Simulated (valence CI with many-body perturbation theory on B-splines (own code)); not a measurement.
## Forbidden lines of I3+

Method: relativistic CI+MBPT: four valence electrons over a frozen Dirac-Fock core [Kr] 4d10, radial functions for each j: 11 s, 11 p, 9 d, 7 f, 5 g, 2 h, 1 i, with the one-electron correlation potential Σ1, the two-electron term Σ2, the three-electron term Σ3, Breit, model QED; selected CI, second order for the rest, scaled by the run's own slope (own B-spline code, finite nucleus).

No measured spectrum was set against this ion. As an estimate, levels hold to about 250 cm⁻¹ or 0.2 % of their energy and the worst to 1 %, as in measured heavy ions of charge 2 to 7; those with d or f electrons hold less well. Core correlation moves these levels by up to 11000 cm⁻¹, and in measured spectra 5 to 20 % of such shifts remained as error; rates that hang on mixing are uncertain with them. Among the levels kept, up to 300 cm⁻¹ of a level comes from second order outside the variational space, and about a tenth of that is noise between levels of different J, which matters for small intervals.

Lines 1 to 14 of 14 in falling wavelength, among levels below 222043 cm⁻¹, chosen from the decays that carry over 1 % of a level's rate. Wavelengths and rates use the calculated energies, so an error of 200 cm⁻¹ moves a line at 8658 Å by 1.7 % and its rate by three times that or more. Electric multipoles are in the length gauge, E1 and E2 with the static RPA response of the core. Weak lines are less certain than strong ones. Lines between different terms over intervals too small for the method are left out, as are lines whose strength nearly cancels.

Names give the largest LS component (configuration and term), which can be under half, so a name can repeat, a term be missing and a line seem to break the LS rules; names also repeat where a configuration has a term twice.

| λ vac (Å) | Upper | Lower | Type | A (s⁻¹) | Branch % |
| --- | --- | --- | --- | --- | --- |
| 24080 | 5s2 5p2 3P_2 | 5s2 5p2 3P_1 | M1 | 6.97e-01 | 94.5 |
| 14640 | 5s2 5p2 3P_1 | 5s2 5p2 3P_0 | M1 | 5.26e+00 | 100.0 |
| 14460 | 5s2 5p 5d 3F°_4 | 5s2 5p 5d 3F°_3 | M1 | 6.27e+00 | 53.8 |
| 9105 | 5s2 5p2 3P_2 | 5s2 5p2 3P_0 | E2 | 3.98e-02 | 5.4 |
| 8658 | 5s2 5p2 1D_2 | 5s2 5p2 3P_2 | M1 | 1.26e+01 | 45.9 |
| 6830 | 5s2 5p2 1S_0 | 5s2 5p2 1D_2 | E2 | 2.06e+00 | 1.5 |
| 6369 | 5s2 5p2 1D_2 | 5s2 5p2 3P_1 | M1 | 1.46e+01 | 53.3 |
| 3874 | 5s2 5p 5d 3F°_4 | 5s 5p3 3P°_2 | E2 | 5.80e-01 | 5.0 |
| 3818 | 5s2 5p2 1S_0 | 5s2 5p2 3P_2 | E2 | 6.18e+00 | 4.5 |
| 3296 | 5s2 5p2 1S_0 | 5s2 5p2 3P_1 | M1 | 1.28e+02 | 93.9 |
| 2595 | 5s2 5p 5d 3F°_4 | 5s 5p3 3D°_3 | M1 | 1.49e+00 | 12.8 |
| 2417 | 5s2 5p 5d 3F°_4 | 5s 5p3 3D°_2 | E2 | 7.01e-01 | 6.0 |
| 1589 | 5s2 5p 5d 3F°_4 | 5s 5p3 5S°_2 | E2 | 1.27e+00 | 10.9 |
| 846.3 | 5s2 5p 5d 3F°_4 | 5s2 5p2 1D_2 | M2 | 1.01e+00 | 8.7 |
